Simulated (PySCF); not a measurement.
Species: C6H10N (doublet state).
Geometry (GFN2-xTB, Å), atoms numbered from 1 in this order:
```xyz
17
C6H10N angstrom
C      3.198    0.033   -0.239
C      1.779    0.035    0.053
C      0.610    0.048    0.321
C     -0.837    0.051    0.527
C     -1.268   -1.238    1.241
C     -1.512    0.190   -0.797
N     -1.753    1.472   -1.298
H      3.506   -0.952   -0.590
H      3.769    0.281    0.657
H      3.419    0.769   -1.013
H     -1.094    0.915    1.156
H     -2.344   -1.235    1.401
H     -0.768   -1.323    2.203
H     -1.007   -2.103    0.637
H     -1.328   -0.564   -1.545
H     -2.050    2.139   -0.598
H     -2.328    1.495   -2.127
```

The hyperfine couplings belong to this conformer and change with its torsions.

The species is `CC#C[C@H](C)[CH]N` [radical].

Level of theory: UKS B3LYP, pcH-1 on C H N, non-relativistic, mean-field spin-orbit, GIAO in PySCF 2.14.0. One conformer (not necessarily the lowest) at the GFN2-xTB geometry, without solvent, vibrations or thermal averaging. A GFN2-xTB geometry isn't a minimum of the functional, and hyperfine couplings can be far from their values at a DFT geometry. The SCF solution wasn't tested for stability.

Task: Predict the first-order ENDOR lines of N7, H15, H16/H17, H11, H8/H9/H10 and H12/H13/H14 under fast tumbling at B = 1206.1 mT (Q band).

Result: ν± = |νn ± a/2|, one line for each electron-spin manifold; νn = |g_N| × 7.62259 MHz/T × B.

| nuclei | isotope | g_N | νn (MHz) | a_iso (MHz) | lower line (MHz) | upper line (MHz) |
| --- | --- | --- | --- | --- | --- | --- |
| N7 | 14N | 0.4038 | 3.71 | 13.73 | 3.15 | 10.58 |
| H15 | 1H | 5.5857 | 51.35 | -29.65 | 36.53 | 66.18 |
| H16/H17 | 1H | 5.5857 | 51.35 | 9.34 | 46.68 | 56.02 |
| H11 | 1H | 5.5857 | 51.35 | 7.71 | 47.50 | 55.21 |
| H8/H9/H10 | 1H | 5.5857 | 51.35 | 3.69 | 49.51 | 53.20 |
| H12/H13/H14 | 1H | 5.5857 | 51.35 | 1.05 | 50.83 | 51.88 |

Task: Which pairs are centred on the nuclear Larmor frequency, and which on half the coupling?

Result: Centred on νn, since |a| < 2νn: H15, H16/H17, H11, H8/H9/H10 and H12/H13/H14. Centred on |a|/2 and split by 2νn: N7.

Nuclei that the bonding pattern makes equivalent are averaged, as if the motion that swaps them (rotation, inversion, ring flip) were fast. The three 1H nuclei of mean +1.0 MHz run from -1.5 to 5.1 MHz in the frozen geometry. The three 1H nuclei of mean +3.7 MHz run from 0.7 to 6.8 MHz in the frozen geometry.

Largest spin populations (Mulliken): C6 (+0.84) and N7 (+0.17). The angles at C6 add up to 352.0°, so it is slightly pyramidal.

Time: 60 s wall (with the writing of density and orbital grids); peak memory 0.98 GiB. Hardware: one thread of an Arm Neoverse V1, shared host with 32 logical CPUs at a one-minute load of 12.
